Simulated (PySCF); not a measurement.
A side-by-side comparison of computed properties.

First species: C₆H₉FO.
Geometry (GFN2-xTB, Å), atoms numbered from 1 in this order:
```xyz
17
C6H9FO angstrom
F      3.4127    0.3061   -0.6657
C      2.3037    0.4726    0.1305
C      1.2082   -0.4983   -0.2826
C     -0.0446   -0.2949    0.5858
C     -1.1779   -1.1750    0.1413
C     -2.1729   -0.4295   -0.3036
C     -1.8136    1.0170   -0.1707
O     -0.5451    1.0317    0.4666
H      2.6274    0.2983    1.1619
H      1.9720    1.5079    0.0122
H      0.9538   -0.3260   -1.3303
H      1.5619   -1.5248   -0.1741
H      0.2230   -0.4656    1.6398
H     -1.1165   -2.2453    0.1848
H     -3.1159   -0.7472   -0.7060
H     -2.5296    1.5704    0.4501
H     -1.7537    1.5149   -1.1499
```

Second species: C7H11N.
SMILES: `N#CC1CCCCC1`

Levels: PBE0/pcSseg-1 for HOMO energy, LUMO energy and HOMO–LUMO gap. Geometries: GFN2-xTB. All species are isolated and taken at one optimised geometry, non-relativistic unless stated. Electronic properties by PySCF.

Dipoles, sizes and rotational constants follow the conformer. The torsions of the flexible species, by atom-mapped SMILES:
- `[F:1][CH2:2][CH2:3][C@@H:4]1[CH:5]=[CH:6][CH2:7][O:8]1`: F1–C2–C3–C4 -179°, C2–C3–C4–C5 176°

The conformers of `N#CC1CCCCC1` aren't listed.

```csv
property,column X,column Y
HOMO energy,-7.02 eV,-8.81 eV
LUMO energy,0.13 eV,0.74 eV
HOMO–LUMO gap,7.15 eV,9.55 eV
```

Task: Which column belongs to which species?

Result: Column X is the first species and column Y the second. The first has 17 atoms and 62 electrons, the second 19 and 60.

Task: How does each property change from the first species to the second?

Result: HOMO energy -1.79 eV; LUMO energy +0.61 eV; HOMO–LUMO gap +2.40 eV.

